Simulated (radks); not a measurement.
Task: Radial electron density D(r) = 4 pi r^2 rho(r) of an atom or ion with 46 electrons. All-electron calculation, Dirac Kohn-Sham, PBEsol, spin-unpolarised, spherical densities, finite nucleus; Fermi nuclear charge, rms radius of each element as measured or else 0.836 A^(1/3) + 0.57 fm. Program: a radial shooting solver on a logarithmic mesh with Libxc functionals.

| r (bohr) | D(r) (e/bohr) |
|---|---|
| 0.003128 | 8.733 |
| 0.003583 | 10.80 |
| 0.004105 | 13.28 |
| 0.004666 | 16.02 |
| 0.005345 | 19.41 |
| 0.006124 | 23.29 |
| 0.007016 | 27.66 |
| 0.007975 | 32.17 |
| 0.009136 | 37.26 |
| 0.01047 | 42.51 |
| 0.01199 | 47.66 |
| 0.01363 | 52.13 |
| 0.01562 | 56.16 |
| 0.01789 | 59.08 |
| 0.0205 | 60.61 |
| 0.02348 | 60.61 |
| 0.02669 | 59.31 |
| 0.03058 | 56.96 |
| 0.03503 | 54.35 |
| 0.04014 | 52.46 |
| 0.04562 | 52.24 |
| 0.05226 | 54.36 |
| 0.05987 | 58.96 |
| 0.0686 | 65.22 |
| 0.07796 | 71.08 |
| 0.08932 | 75.25 |
| 0.1023 | 75.52 |
| 0.1172 | 71.31 |
| 0.1333 | 64.38 |
| 0.1527 | 56.58 |
| 0.1749 | 51.58 |
| 0.2004 | 51.35 |
| 0.2278 | 54.92 |
| 0.2609 | 59.54 |
| 0.2989 | 60.79 |
| 0.3425 | 55.92 |
| 0.3924 | 45.47 |
| 0.446 | 33.68 |
| 0.5109 | 23.26 |
| 0.5854 | 17.69 |
| 0.6707 | 16.78 |
| 0.7622 | 18.00 |
| 0.8733 | 18.88 |
| 1 | 17.87 |
| 1.146 | 15.05 |
| 1.303 | 11.63 |
| 1.493 | 8.123 |
| 1.71 | 5.294 |
| 1.959 | 3.257 |
| 2.227 | 1.958 |
| 2.551 | 1.071 |
| 2.923 | 0.5408 |
| 3.348 | 0.2476 |
| 3.806 | 0.1067 |
| 4.36 | 0.03810 |
| 4.995 | 0.01149 |

What is the nuclear charge?

Result: Z = 47. The innermost maximum, from 1s, lies near gamma/Z bohr with gamma = sqrt(1 - (Z/c)^2) = 0.939, here 0.02 bohr (found: 0.0219), and its height grows with Z. The density is that of the silver ion Ag+ in [Kr] 4d10; the configuration itself is not fixed sharply by these data, and Z only to a few units. D(r) has 4 maxima, at r = 0.0219, 0.0968, 0.290, 0.873 bohr, and minima at 0.0435, 0.188, 0.650 bohr, inside which lie 2.04, 11.16, 29.06 electrons.
